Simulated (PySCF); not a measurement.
Computed shifts of a molecule C₂H₁₀N₂Si₂, PBE/pcSseg-1 (PySCF), GIAO, gas phase, atoms alike by connectivity averaged where their shifts nearly agree, in ppm (number of nuclei): ¹³C: 213.5 (1), 33.3 (1). ¹⁵N: 406.2 (1), 1.9 (1). ²⁹Si: -60.1 (1), -77.7 (1). ¹H: 5.48 (3), 5.44 (1), 5.27 (1), 2.66 (3), 1.17 (1), 0.02 (1). References: ¹³C against TMS (σ = 182.0 ppm); ¹⁵N against NH3 (σ = 267.0 ppm); ²⁹Si against TMS (σ = 335.4 ppm); ¹H against TMS (σ = 31.49 ppm), references at their B3LYP-D3(BJ)/def2-TZVP geometries, non-relativistic. Coordinates come from a B3LYP-D3(BJ)/def2-SVP optimisation. The values are those of a single conformer.

Task: Which structure fits?
A) N[C@@H]([SiH3])/C=N/[SiH3]
B) C/C(=N\[SiH3])[SiH2]N
C) N[Si@@H]1CC[Si@H]1N
D) N[Si@H]1CN[SiH2]C1

Result: B, C/C(=N\[SiH3])[SiH2]N
